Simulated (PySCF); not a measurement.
Cr¹⁷⁺ (chromium, charge +17): UHF calculation

Configuration: [He] 2s2 2p3, high-spin 4S determinant. All numbers are calculated (PySCF 2.14, no relativity, point nucleus, in an uncontracted even-tempered set (18 s from 3.4 bohr⁻², ratio 2.2; 11 p from 4.4 bohr⁻², ratio 2.2; 6 d from 20 bohr⁻², ratio 2.4; 5 f from 29 bohr⁻², ratio 2.4; 5 g from 44 bohr⁻², ratio 2.4)).

| Quantity | Value |
| --- | --- |
| Total energy | -836.543190 hartree |
| One-electron energy | -930.8975 hartree |
| Hartree (Coulomb) energy | 122.8642 hartree |
| Exchange energy | -28.5098 hartree |
| Kinetic energy | 836.54209 hartree |
| ⟨S²⟩ | 3.7503 |
| ⟨L²⟩ | 0.000 |
| Sum of ⟨r⟩ | 1.402 bohr |
| Sum of ⟨r²⟩ | 0.4003 bohr² |
| Density at the nucleus (Gaussians lack the cusp) | 9260 bohr⁻³ |
| Spin density at the nucleus | 0.477 bohr⁻³ |

| shell | electrons | mean orbital energy (hartree) | rms radius, mean of both spins (bohr) |
| --- | --- | --- | --- |
| 1s α | 1 | -250.00577 | 0.0739 |
| 1s β | 1 | -249.08304 | 0.0739 |
| 2s α | 1 | -50.86877 | 0.301 |
| 2s β | 1 | -48.87744 | 0.301 |
| 2p α | 3 | -47.78460 | 0.263 |

Spin-orbit constants ζ (cm⁻¹) from the X2C one-electron operator on these orbitals (non-relativistic here): bare nucleus, nucleus screened by l(l+1)(2l+1)/3 electrons, and screened by the Breit-Pauli mean field of the electrons.

```json
{"shell": "2p", "bare": "55980", "screened nucleus": "51310", "mean field": "49630"}
```
